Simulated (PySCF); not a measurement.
## Frontier levels across methods

C2H7ClOSi2.
Geometry (PBE0-D3(BJ)/def2-SVP, Å), atoms numbered from 1 in this order:
```
atom  x, y, z in Å
O1    -2.5395   -0.5351    0.8428
Si2   -2.0358    0.5052   -0.3608
C3    -0.1705    0.4571   -0.5013
C4     0.5704   -0.4059    0.2146
Si5    2.4289   -0.5221    0.1338
Cl6    3.1180    0.8681   -1.2405
H7    -2.4623   -0.2139    1.7454
H8    -2.6698    0.0349   -1.6233
H9    -2.4688    1.9117   -0.0822
H10    0.3454    1.1473   -1.1853
H11    0.0486   -1.1003    0.8914
H12    3.0503   -0.2157    1.4544
H13    2.8714   -1.8756   -0.3062
```

Basis pcSseg-1 throughout (PySCF), one geometry. Geometry: PBE0-D3(BJ)/def2-SVP, one conformer, isolated molecule.

Q: How do the orbital energies, the gap and the dipole change with the method?

A: 
```tsv
method	kind	HOMO (eV)	LUMO (eV)	gap (eV)	μ (D)	SCF cycles
BLYP	GGA	-6.89	-1.89	5.01	1.91	16
B97-D	GGA	-7.03	-1.97	5.06	1.94	15
OPBE	GGA	-7.06	-2.02	5.03	1.95	16
PBE	GGA	-7.07	-2.08	4.99	1.94	15
KT2	GGA	-7.08	-2.06	5.02	1.90	16
KT3	GGA	-7.08	-2.01	5.07	1.88	16
BP86	GGA	-7.18	-2.18	5.00	1.95	15
LDA	LDA	-7.19	-2.28	4.91	1.99	15
B3LYP	global hybrid	-7.98	-1.31	6.67	1.95	14
B97-2	global hybrid	-7.99	-1.19	6.79	1.97	14
PBE0	global hybrid	-8.23	-1.16	7.08	1.98	13
mPW1PW91	global hybrid	-8.26	-1.17	7.09	1.98	13
BHandHLYP	global hybrid	-9.18	-0.03	9.15	1.99	12
CAM-B3LYP	range-separated hybrid	-9.51	0.05	9.56	1.99	13
wB97X-D	range-separated hybrid	-10.07	0.63	10.70	2.00	13
HF	Hartree–Fock	-10.64	2.58	13.22	2.05	11
LC-wPBE	range-separated hybrid	-10.94	1.10	12.04	2.04	13
```

The HOMO spans 4.04 eV, from BLYP down to LC-wPBE, and the gap runs from 4.91 eV (LDA) to 13.22 eV (HF). Over the methods BLYP (0 %), B97-D (0 %), OPBE (0 %), PBE (0 %), KT2 (0 %), KT3 (0 %), BP86 (0 %), LDA (0 %), B3LYP (20 %), B97-2 (21 %), PBE0 (25 %), mPW1PW91 (25 %), BHandHLYP (50 %), HF (100 %), a straight line through the gap against the share of exact exchange rises by 0.82 eV for each 10 % (correlation coefficient 1.000). The dipole ranges from 1.88 D (KT3) to 2.05 D (HF). This basis has no diffuse functions.
